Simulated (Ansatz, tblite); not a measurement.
Forces on Ru6⁺ at its PBE-D4/def2-SVP geometry. The state is a doublet with charge 1.

In the def2 sets Ru takes a core potential; there is no spin–orbit coupling. The xTB rows come from tblite. At PBE-D4/def2-TZVP the charge 1 doublet is spin-contaminated (final ⟨S²⟩ up to 1.57, 0.75 for a pure state). The structure comes from a short search, and lower isomers may exist.

GFN1-xTB (tblite), largest force 2.42 eV/Å:

```xyz
6
positions Å, forces eV/Å
Ru   -1.552   -0.249    0.058    1.255   -1.081   -1.757
Ru   -0.059    1.056   -1.422   -1.116    0.191   -0.783
Ru    1.285    1.130    0.456    1.046   -0.305    0.839
Ru    0.030   -1.238   -1.617   -0.884   -0.433   -1.401
Ru   -0.408    0.567    1.913    0.663    0.021    1.573
Ru    0.704   -1.267    0.612   -0.964    1.607    1.529
```

GFN2-xTB (tblite), largest force 1.80 eV/Å:

```
Ru -0.863 -0.133 -0.134
Ru -0.240 1.066 -0.862
Ru 1.216 0.676 0.096
Ru 0.017 -1.312 -1.235
Ru -0.577 0.309 1.673
Ru 0.448 -0.606 0.462
```

PBE-D4/def2-TZVP (Ansatz), largest force 0.29 eV/Å:

```
Ru 0.279 0.029 0.036
Ru 0.040 -0.215 0.193
Ru -0.244 -0.148 -0.031
Ru 0.002 0.184 0.179
Ru 0.080 -0.046 -0.242
Ru -0.157 0.196 -0.136
```
